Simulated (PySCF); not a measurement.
## Vibration and rotation of ZnF

UHF-CCSD(T) constants of ZnF, ²Σ⁺ (doublet), unpaired electrons σ ↑ (Zn jorge-DZP-DKH, F jorge-DZP-DKH; spin-free X2C with a Gaussian nucleus (PySCF 2.14); masses 63.9291 and 18.9984 u):

* ωe: 639.2 cm⁻¹
* ωexe: 3.48 cm⁻¹
* Be: 0.3615 cm⁻¹
* αe: 0.00275 cm⁻¹
* D (centrifugal): 4.62e-07 cm⁻¹
* De to Zn + F: 2.68 eV

Q: Give the vibrational terms G(v) and spacings up to v = 6.

A: G(v) = ωe(v+½) − ωexe(v+½)².

```csv
v,G(v) (cm⁻¹),G(v) − G(v−1),Bv (cm⁻¹)
0,319,,0.3601
1,951,632,0.3574
2,1576,625,0.3546
3,2195,618,0.3519
4,2806,611,0.3491
5,3410,604,0.3464
6,4008,597,0.3436
```

Q: How well does the Morse estimate ωe²/(4ωexe) reproduce De, and what is D0?

A: It gives 3.64 eV, 136 % of the computed De. D0 = De − G(0) = 2.68 − 0.04 = 2.64 eV.

Correlated steps freeze 6 core orbitals. Correlated levels converge slowly with the basis: in double zeta they bind strong bonds too weakly, by up to about 1 eV, and carry superposition errors of some tenths. The state was picked by a PBE0 search and need not be the measured ground state.
